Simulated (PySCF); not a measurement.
A calculated (BLYP, PySCF 2.14, x2c-QZVPPall with one added diffuse shell each of s, p, d, f, g type, scalar relativity by spin-free X2C-1e) atom or ion has these occupied shells.

```csv
shell,electrons,orbital energy (eV),"rms radius, mean of both spins (bohr)"
1s β,1,-25304.4,0.0357
1s α,1,-25304.3,0.0357
2s α,1,-3737.7,0.146
2s β,1,-3737.5,0.146
2p α,3,-3356.0,0.130
2p β,3,-3355.8,0.130
3s α,1,-695.66,0.394
3s β,1,-695.58,0.394
3p α,3,-570.09,0.396
3p β,3,-570.00,0.396
3d α,5,-371.31,0.378
3d β,5,-371.15,0.378
4s α,1,-107.89,0.968
4s β,1,-107.13,0.968
4p α,3,-71.329,1.07
4p β,3,-70.573,1.07
4d α,5,-19.334,1.47
4d β,4,-18.844,1.47
5s β,1,-13.057,2.89
```

Name the element and its charge.

Ag⁺ (silver, charge +1), in [Kr] 4d9 5s1, 5s spin antiparallel (an excited configuration).
